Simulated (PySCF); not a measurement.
Species: C7H9O (doublet state).
Structure used (GFN2-xTB), in Å, numbered top down from 1:
```
atom  x, y, z in Å
C1    -2.6003   -0.6090   -0.0089
C2    -1.7032    0.6032    0.0483
O3    -2.1399    1.7306    0.0007
C4    -0.2542    0.3299    0.1642
C5     0.6946    1.3387    0.2278
C6     2.0630    0.7668    0.3403
C7     1.8376   -0.7566    0.3391
C8     0.3593   -0.9123    0.2252
H9    -2.3347   -1.2222   -0.8671
H10   -3.6367   -0.2932   -0.0939
H11   -2.4736   -1.2057    0.8915
H12    0.4823    2.3899    0.2010
H13    2.6943    1.0891   -0.4927
H14    2.5571    1.1079    1.2545
H15    2.3500   -1.2459   -0.4950
H16    2.2145   -1.2259    1.2531
H17   -0.1171   -1.8732    0.1952
```

The hyperfine couplings belong to this conformer and change with its torsions.

As a line formula: `CC(=O)C1=CCC[CH]1` [radical].

The calculation used UKS B3LYP, pcH-1 on C H O, non-relativistic, mean-field spin-orbit, GIAO in PySCF 2.14.0. Isolated species at its GFN2-xTB geometry (one conformer only). The geometry wasn't refined by DFT: couplings that depend on bond lengths, twists or pyramidal angles can differ widely from those at the functional's own minimum. Stability of the SCF solution: not tested. ⟨S²⟩ is 0.781 where a pure state has 0.75.

**Question.** Where do the isotropic ENDOR lines of C5/C8, C4, C6/C7, H13/H14/H15/H16 and H12/H17 fall at 339.5 mT, to first order?

**Answer.** ν± = |νn ± a/2|, one line for each electron-spin manifold; νn = |g_N| × 7.62259 MHz/T × B.

```json
{"nuclei": "C5/C8", "isotope": "13C", "g_N": "1.4048", "νn (MHz)": "3.64", "a_iso (MHz)": "55.12", "lower line (MHz)": "23.92", "upper line (MHz)": "31.20"}
{"nuclei": "C4", "isotope": "13C", "g_N": "1.4048", "νn (MHz)": "3.64", "a_iso (MHz)": "-45.88", "lower line (MHz)": "19.30", "upper line (MHz)": "26.57"}
{"nuclei": "C6/C7", "isotope": "13C", "g_N": "1.4048", "νn (MHz)": "3.64", "a_iso (MHz)": "-20.11", "lower line (MHz)": "6.42", "upper line (MHz)": "13.69"}
{"nuclei": "H13/H14/H15/H16", "isotope": "1H", "g_N": "5.5857", "νn (MHz)": "14.46", "a_iso (MHz)": "75.80", "lower line (MHz)": "23.45", "upper line (MHz)": "52.36"}
{"nuclei": "H12/H17", "isotope": "1H", "g_N": "5.5857", "νn (MHz)": "14.46", "a_iso (MHz)": "-42.82", "lower line (MHz)": "6.96", "upper line (MHz)": "35.87"}
```

The rows for 13C, of low natural abundance, apply to labelled samples.

**Question.** Which pairs are centred on the nuclear Larmor frequency, and which on half the coupling?

**Answer.** No pair is centred on νn. Centred on |a|/2 and split by 2νn: C5/C8, C4, C6/C7, H13/H14/H15/H16 and H12/H17.

**Question.** At what field would the lower line of C5/C8 fall to zero frequency?

**Answer.** Where νn = |a|/2, that is B = 27.56 MHz/(1.4048 × 7.62259 MHz/T) = 2570 mT, as far as first order holds there.

Means are taken over nuclei equivalent by connectivity, which assumes that they swap fast.

Largest spin populations (Mulliken): C5 (+0.66), C8 (+0.65) and C4 (-0.24). The angles at C5 add up to 360.0°, so it is planar; its axial dipolar tensor and the negative coupling of its proton fit spin in a p orbital normal to that plane.

Time: 76 s (with the writing of density and orbital grids); peak memory 0.98 GiB. Hardware: one thread of an Arm Neoverse V2, shared host.
